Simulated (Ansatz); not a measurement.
Program: Ansatz. Geometries: PBE0-D4/def2-TZVP. ΔE: electronic, gas phase. CCSD(T)/CBS adds triple-zeta CCSD(T) − MP2 to the extrapolated MP2 energy (def2 sets, frozen cores). DFT in def2-TZVPP. B3LYP here is the variant with VWN-RPA as its local correlation; programs differ in this. Open shells (•) are unrestricted, without spin–orbit coupling. Spin–orbit coupling would lower the free atoms: clearly for Br. For Br, Ge outer-core shells are correlated without core-valence functions, so the limit isn't a true one: a few kJ/mol of doubt a bond, and 10 to 20 or more in all where bonds break to atoms. Scalar relativity is left out up to krypton.

Reaction (homolysis of the Br–Ge bond): `[F][Ge]([F])([Br])[Br]` → Br• + `[F][Ge]([F])[Br]`•

(1) What is ΔE at CCSD(T)/CBS? (An estimate is asked.)

(2) What do these levels give: revPBE-D4, CAM-B3LYP-D4, ωB97M-V, B2PLYP, PBE, B3LYP, CCSD(T)/def2-SVP, HF/def2-TZVPP, MP2/def2-TZVPP, HF/def2-QZVPP, SCS-MP2/def2-QZVPP, MP2/CBS(def2)? (Best estimate.)

Largest T1 diagnostic among the species: 0.013.

Results:

(1) The calculation gave: +367.9 kJ/mol.

(2) Ansatz gave: revPBE-D4 325.2, CAM-B3LYP-D4 330.7, ωB97M-V 339.8, B2PLYP 334.0, PBE 330.1, B3LYP 312.4, CCSD(T)/def2-SVP 332.6, HF/def2-TZVPP 252.0, MP2/def2-TZVPP 371.5, HF/def2-QZVPP 250.2, SCS-MP2/def2-QZVPP 367.3, MP2/CBS(def2) 387.1 kJ/mol.

At CCSD(T), def2-SVP lies −35.3 kJ/mol from the extrapolated value and def2-TZVPP −15.6 kJ/mol: correlation converges slowly with the basis, and small sets miss more of it in the bonded molecule than in its fragments. The D4 term adds +13.1 kJ/mol with B3LYP and +6.9 kJ/mol with PBE0; it sums over pairs of atoms, weighted by their polarisabilities, and B3LYP, whose exchange is more repulsive, gets the larger term.
